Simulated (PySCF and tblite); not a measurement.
The numbers below are computed, except where a source is named.
C5H4O2, numbered as in [O:1]=[CH:2][c:3]1[cH:4][cH:5][o:6][cH:7]1.

Level: B3LYP-D3(BJ)/def2-TZVP (IEF-PCM, chloroform)//PBE0-D3(BJ)/def2-SVP, thermal terms from GFN2-xTB, symmetry numbers and mirror pairs counted. Conformers within 3 kcal/mol (GFN2-xTB free energy) were kept, 8 at most. GIAO shieldings: WP04/pcSseg-1 (IEF-PCM, chloroform). Shifts are against TMS (¹H), TMS (¹³C) at the same level. (PySCF 2.14, tblite 0.8.)

Task: Predict the averaged NMR shifts at 298.15 K.

Result: ¹H: 9.56 (H2, 1H), 7.91 (H7, 1H), 7.43 (H5, 1H), 6.98 (H4, 1H) ppm. ¹³C: 188.3 (C2), 158.8 (C7), 151.1 (C5), 134.9 (C3), 116.5 (C4) ppm.

Task: How do the conformers differ?

Result: Torsions listed: O1–C2–C3–C4.
```json
{"conformer": "1", "shape": "0°", "weight %": "89.9"}
{"conformer": "2", "shape": "-179°", "weight %": "10.1"}
```

```
signal      1      2  average
    H2   9.56   9.52     9.56
    H4   7.00   6.84     6.98
    H5   7.43   7.42     7.43
    H7   7.88   8.13     7.91
    C2  188.1  190.1    188.3
    C3  135.1  133.4    134.9
    C4  116.2  118.9    116.5
    C5  151.2  150.6    151.1
    C7  159.3  154.7    158.8
```

Task: Which signal moves most, for its nucleus, between 220 and 380 K through the change of populations alone?

Result: C7: 159.0 ppm at 220 K, 158.9 ppm at 260 K, 158.8 ppm at 298.15 K, 158.7 ppm at 340 K, 158.6 ppm at 380 K. Exchange is taken as fast throughout; ring flips and hindered rotations can be slow on the NMR time scale at the lower temperatures.

Shifts are unscaled: against experiment ¹³C can be off by 15 ppm or more and ¹H by 0.8 ppm.
